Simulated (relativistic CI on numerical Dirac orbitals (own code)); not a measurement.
# Hyperfine structure of Hg⁴⁵⁺, mass number 201

Method of calculation: Dirac-Coulomb-Breit CI, separate exchange-only KLI orbitals for each configuration, model QED, unscaled Slater integrals (own radial code, finite nucleus).

CI space (outside the closed core [Ar] 3d10): 4s2 4p5, 4s 4p6, 4s2 4p4 4d, 4s 4p5 4d, 4s2 4p4 4f, 4s 4p5 4f, 4p6 4d, 4s 4p4 4d2, 4s2 4p3 4d 4f, 4p6 4f, 4p5 4d 4f, 4p5 4d2, 4p4 4d3, 4p4 4d2 4f. Double excitations out of closed p, d and f shells are left out; levels of such configurations are missing from the list, as are those of other unlisted configurations, and high levels can miss mixing partners.

Nuclear spin I = 3/2, μ = -0.558 μN, Q = 0.387 b (tables of Stone and Pyykkö). The electronic factors are computed for point nuclear moments, without core polarisation or the Bohr-Weisskopf and QED corrections.

```tsv
Level	E (eV)	A (GHz)	B (GHz)
4s2 4p5 2P°_3/2	0.000	-29.61	-62.9
4s2 4p5 2P°_1/2	141.713	-294	
4s2 4p4 4d 2D_3/2	184.695	-15.46	33.9
4s2 4p4 4d 4F_9/2	201.255	-16.31	18.1
4s2 4p4 4d 2P_1/2	203.091	-25.31	
4s2 4p4 4d 2D_5/2	216.009	-8.261	72.4
4s2 4p4 4d 2D_5/2	226.021	-11.82	-57.7
4s 4p6 2S_1/2	262.689	-757.6
```

Levels with J = 0, under 50 % of one LS term, or S terms without an open s electron are left out. Small factors come from cancelling terms and can be off by tens of per cent or more.

At this charge energies of transitions that change n are usually good to better than 1 %, and those within a shell (Δn = 0) to a few per cent.

**Question.** Give the hyperfine levels of 4s2 4p5 2P°_1/2 relative to its centre of gravity.

**Answer.** With K = F(F + 1) − I(I + 1) − J(J + 1), E = AK/2: F = 1: 367.6, F = 2: -220.5 GHz.

LS names give the leading component of a level, which can be under half, so a name can repeat, a term be missing and a line seem to break the LS rules.
